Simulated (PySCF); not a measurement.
Molecule: `CO[SiH2]N(C)C`, C3H11NOSi.

Structure with atom numbers: `[CH3:1][O:2][SiH2:3][N:4]([CH3:5])[CH3:6]`. Hydrogens are named by the atom that carries them.

Geometry PBE0-D3(BJ)/def2-SVP throughout; GIAO in PySCF, gas phase, one conformer, non-relativistic; equivalent atoms averaged; functional PBE0.

(1) How do the shifts δ (against TMS, H2O, NH3 at the same level) depend on the basis set? (ppm; last column core-seconds on shared hosts with different chips, so compare them loosely)

(2) Which nucleus moves most, in ppm?

(3) Taking the largest basis, def2-TZVP (258 functions), as the yardstick, rank the others by their worst heavy-atom deviation.

Answers

(1) 
| basis set | functions | C1 | C5/C6 | O2 | Si3 | N4 | H(Si3) | H(C1) | H(C5)/H(C6) | core-s |
| --- | --- | --- | --- | --- | --- | --- | --- | --- | --- | --- |
| STO-3G | 45 | 46.6 | 38.7 | -85.9 | -19.9 | -40.3 | 2.36 | 1.56 | 1.34 | 3.4 |
| 6-31G | 80 | 47.8 | 39.8 | -3.8 | 16.1 | 20.7 | 4.98 | 3.64 | 2.70 | 8.4 |
| 6-31G* | 110 | 47.4 | 38.6 | 11.7 | 2.0 | 26.7 | 4.99 | 3.44 | 2.54 | 10 |
| def2-SVP | 143 | 46.7 | 38.1 | 28.8 | -26.0 | 32.0 | 4.63 | 3.27 | 2.41 | 13 |
| pcSseg-1 | 164 | 49.4 | 40.1 | 24.6 | -18.5 | 38.6 | 4.57 | 3.46 | 2.60 | 18 |
| 6-311+G(2d,p) | 236 | 48.1 | 39.1 | 22.9 | -17.6 | 40.4 | 4.96 | 3.45 | 2.65 | 27 |
| def2-TZVP | 258 | 48.9 | 39.8 | 28.4 | -20.4 | 43.6 | 4.99 | 3.43 | 2.62 | 33 |

(2) O2 (oxygen bonded to C, Si): from -85.9 ppm with STO-3G to 28.8 ppm with def2-SVP. The smallest spread is 1.36 ppm, at H(C5)/H(C6). Proton shifts span only some 12 ppm, so a few tenths of a ppm matter as much there as several ppm in carbon.

(3) pcSseg-1 5.0 ppm (164 functions), 6-311+G(2d,p) 5.5 ppm (236 functions), def2-SVP 11.6 ppm (143 functions), 6-31G* 22.4 ppm (110 functions), 6-31G 36.5 ppm (80 functions), STO-3G 114.4 ppm (45 functions).

A small basis that lands close on one nucleus may do so by chance; judge by the trend and by all nuclei.
